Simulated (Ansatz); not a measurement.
`N=C([SiH3])[SiH3]` + H₂ → `N=C[SiH3]` + SiH₄ at 600 K and 1 bar (hydrogenolysis of a C–Si bond).

Isolated molecules relaxed with PBE0-D4/def2-TZVP in Ansatz; ΔE leaves out vibrations. CBS: MP2 limit from def2 TZ/QZ plus the TZ coupled-cluster correction, frozen cores. This one scheme is used for every species. Each species was taken in one conformer, which may not be the lowest.

| species | CCSD(T)/CBS energy (Eh) | H − E (kJ/mol) | S (J/(mol·K)) |
| --- | --- | --- | --- |
| `N=C([SiH3])[SiH3]` | -675.07419 | 249.1 | 451.2 |
| H₂ | -1.17544 | 43.9 | 150.8 |
| `N=C[SiH3]` | -384.79808 | 188.8 | 351.8 |
| SiH₄ | -291.46306 | 108.7 | 242.3 |

H − E and S are ideal-gas, rigid-rotor, harmonic terms from PBE0-D4/def2-TZVP, for one conformer and one mirror image of each species. The MP2-based limit puts H₂ 0.8 mEh under its directly extrapolated value; such offsets cancel only in part. 1 Eh = 2625.50 kJ/mol, R = 8.31446 J/(mol·K).

Problem. By hand: ΔE, ΔH, ΔS and ΔG.

Solution. ΔE = (-384.79808) + (-291.46306) − (-675.07419) − (-1.17544) = -0.01151 Eh = -30.2 kJ/mol. Δ(H − E) = 188.8 + 108.7 − 249.1 − 43.9 = 4.5, so ΔH = -25.7 kJ/mol. ΔS = 351.8 + 242.3 − 451.2 − 150.8 = -7.9 J/(mol·K). ΔG = -25.7 − 600 × (-7.9)/1000 = -21.0 kJ/mol.

Problem. By hand: the equilibrium constant, and the temperature at which ΔG would vanish if ΔH and ΔS stayed fixed.

Solution. log₁₀ K = −ΔG/(RT ln 10) = 1.8. ΔG = 0 at ΔH/ΔS = 3253 K, far beyond where these terms or the molecules hold.

The number of gas molecules stays the same, so ΔS is small and ΔH decides. A doubt of 5 kJ/mol in ΔE shifts log₁₀ K by 0.4 here. Other conformers and mirror images would add mixing entropy, several J/(mol·K) or more a flexible species. Modes under 60 cm⁻¹, often nearly free rotors, make the harmonic entropy too high. These are equilibria of isolated gas molecules and say nothing of rates. Largest T1 diagnostic: 0.013 (customary marks: 0.02 for closed shells, 0.045 for open ones).
